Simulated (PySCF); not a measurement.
**Functional benchmark on one molecule**

Molecule: SMILES Cl[B-](Cl)(Cl)Cl, [BCl4]-.

Bonds (- single, = double, # triple, : aromatic): Cl1-B2 1.864 Å, B2-Cl3 1.864 Å, B2-Cl4 1.864 Å, B2-Cl5 1.864 Å. Formal charges: B2 -1.

Total charge -1.

Geometry PBE0-D3(BJ)/def2-SVP throughout; GIAO in PySCF 2.14.0 with density-fitted response routines, gas phase, one conformer, non-relativistic; equivalent atoms averaged; basis pcSseg-2.

Reference values (measured; Macháček, Bühl, Fanfrlík, Hnyk, 11B NMR of BX3 and BX4-, J. Phys. Chem. A (author manuscript)): δ(B2) = 6.7 ppm vs BF3.OEt2. Computed shifts are taken against BF3·OEt2, calculated as an isolated molecule at each level.

Task: How do the functionals HF, LDA, PBE, BLYP, BP86, OPBE, KT2, KT3, B97-D, B3LYP, PBE0, mPW1PW91, WP04, B97-2, BHandHLYP, CAM-B3LYP, wB97X-D, LC-wPBE perform against the reference? Times are CPU seconds on shared hosts with different chips, so compare them loosely; the GGAs took longer than the global hybrids here, which isn't the general rule, and the cause wasn't traced.

Result: 
| functional | kind | B2 | abs. error B | core-s |
| --- | --- | --- | --- | --- |
| HF | Hartree–Fock | 12.5 | 5.8 | 8.9 |
| LDA | LDA | 15.7 | 9.0 | 15 |
| PBE | GGA | 15.2 | 8.5 | 18 |
| BLYP | GGA | 18.1 | 11.4 | 17 |
| BP86 | GGA | 15.7 | 9.0 | 17 |
| OPBE | GGA | 12.3 | 5.6 | 18 |
| KT2 | GGA | 14.5 | 7.8 | 17 |
| KT3 | GGA | 14.7 | 8.0 | 18 |
| B97-D | GGA | 16.6 | 9.9 | 17 |
| B3LYP | global hybrid | 17.0 | 10.3 | 14 |
| PBE0 | global hybrid | 14.2 | 7.5 | 14 |
| mPW1PW91 | global hybrid | 14.5 | 7.8 | 14 |
| WP04 | global hybrid | 21.4 | 14.7 | 14 |
| B97-2 | global hybrid | 14.6 | 7.9 | 14 |
| BHandHLYP | global hybrid | 15.5 | 8.8 | 14 |
| CAM-B3LYP | range-separated hybrid | 14.9 | 8.2 | 20 |
| wB97X-D | range-separated hybrid | 12.9 | 6.2 | 23 |
| LC-wPBE | range-separated hybrid | 9.9 | 3.2 | 25 |

For ¹¹B the closest is LC-wPBE (3.2 ppm) and the furthest WP04 (14.7 ppm). One molecule is a small sample, and vibrational and solvent effects are absent from the calculation.
